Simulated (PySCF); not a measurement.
thiourea (CH₄N₂S), SMILES C(N)(N)=S. Coordinates come from a PBE-D3(BJ)/def2-SVP optimisation. Other conformers were not sampled.

Computed equilibrium geometry at PBE-D3(BJ)/def2-SVP (PySCF confirms it by a frequency run) as a Z-matrix, and its point group (one conformer of several):
point group C2.
```
C
N 1 1.3726
H 2 1.0198 1 114.75
H 2 1.0227 3 116.40 1 147.40
N 1 1.3726 2 115.00 3 170.37
H 5 1.0198 1 114.75 2 170.37
H 5 1.0227 6 116.40 1 147.40
S 1 1.6718 2 122.50 3 -9.63
```
